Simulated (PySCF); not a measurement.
**How methods differ on the ionisation energy of Sb**

Sb [Kr] 4d10 5s2 5p3 (4S) → Sb⁺ [Kr] 4d10 5s2 5p2 (3P), as a difference of total energies. All numbers are calculated (PySCF 2.14, a scalar-relativistic core potential, in aug-cc-pV5Z-PP with ECP28MDF (8s8p6d4f3g2h, 139 functions)). Correlated levels: valence: 4s2 4p6 4d10 frozen. The calculations carry no spin-orbit coupling.

| method | ionisation energy (eV) |
| --- | --- |
| UHF | 8.573 |
| PBE | 8.965 |
| PBE0 | 9.040 |
| r2SCAN | 9.166 |
| HSE06 | 9.021 |
| M06 | 8.641 |
| MP2 (valence) | 9.037 |
| SCS-MP2 (valence) | 8.908 |

Problem. Estimate what BP86 gives.

Solution. 9.063 eV, closest to PBE0 among the rows shown.

Problem. Estimate what LDA gives.

Solution. 9.120 eV, closest to r2SCAN among the rows shown.

For comparison: 9.124 eV (measured; NIST levels, between the centres of gravity of the two terms).
